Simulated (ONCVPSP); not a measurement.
## Reading a pseudo-wave (copper)

Columns: radius, all-electron u(r) and pseudo u(r) of the 3d shell (level -5.04 eV) of copper in the configuration [Ne] 3s2 3p6 3d10 4s1; PBE, scalar-relativistic, ONCV scheme, ONCVPSP 4.0.1.

```csv
r (bohr),all-electron,pseudo
0.062,0.0341,0.0051
0.125,0.1650,0.0394
0.188,0.3486,0.1229
0.250,0.5311,0.2575
0.312,0.6874,0.4324
0.375,0.8094,0.6269
0.438,0.8941,0.8091
0.500,0.9444,0.9514
0.562,0.9681,1.0427
0.625,0.9709,1.0802
0.688,0.9583,1.0706
0.750,0.9355,1.0294
0.812,0.9059,0.9724
0.875,0.8716,0.9109
0.938,0.8349,0.8539
1.000,0.7979,0.8050
1.062,0.7609,0.7626
1.125,0.7240,0.7242
1.188,0.6882,0.6882
1.250,0.6543,0.6543
1.312,0.6218,0.6218
1.375,0.5904,0.5904
1.438,0.5606,0.5606
1.500,0.5328,0.5328
1.562,0.5064,0.5064
1.625,0.4812,0.4812
```

(1) How many radial nodes do the two functions have?

(2) At about which radius was the pseudo-wave matched?

(3) Where does each function peak?

(4) Is the pseudo-wave norm-conserving?

## Answers

(1) The all-electron 3d function has n − l − 1 = 0; the pseudo-wave has 0.

(2) 1.20 bohr. The columns agree to 0.0005 from 1.12 bohr on; several derivatives are matched, so the curves merge somewhat inside the radius.

(3) Outermost all-electron maximum near 0.62 bohr, pseudo maximum near 0.62 bohr (to the table’s step).

(4) Yes: the ONCV scheme keeps the norm inside the radius equal to the all-electron one, which fixes the energy derivative of the logarithmic derivative at the level.
